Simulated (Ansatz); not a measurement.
F2Ge, SMILES `[F][Ge][F]` (lower singlet) (charge 0, multiplicity 1). This singlet lies 3.49 eV below the relaxed triplet at the level frozen-core CCSD(T)/cc-pVTZ // B3LYP-D3(BJ)/def2-TZVP (Ansatz, an electronic-structure program).

Computed with PBE0/cc-pVTZ // B3LYP-D3(BJ)/def2-TZVP (Ansatz).

Ansatz 0.2 input:
```yaml
crystal:
  periodic: [false, false, false]
  atoms:
    - { symbol: F, position_ang: [1.321821, -0.383988, -0.000004] }
    - { symbol: Ge, position_ang: [-0.001652, 0.773616, -0.000001] }
    - { symbol: F, position_ang: [-1.320169, -0.389628, 0.000005] }
basis:
  gaussian: { orbitals: cc-pVTZ }
hamiltonian:
  xc: pbe0
```

Output:

```
Functional definition: PBE0
706 factors; their error is unknown
mean field evaluation 1: about -61940.7062 eV, gradient 5.2e1 eV
mean field evaluation 2: about -61926.8198 eV, gradient 1.1e2 eV
mean field evaluation 4: about -61944.6489 eV, gradient 9.4e-1 eV
mean field evaluation 8: about -61944.8609 eV, gradient 6.0e-2 eV
mean field -61944.86091159 eV, -2276.4316507661 hartree, gradient 1.5e-5 eV, S^2 0.000000; 0 other end points of the search recorded, 0 dependent functions left out
reference -61944.86093289 eV, -2276.4316515490 hartree; 25, 25 occupied and 78, 78 virtual orbitals, 706 factors
Total energy: -61944.86093289 eV, -2276.4316515490 hartree
```
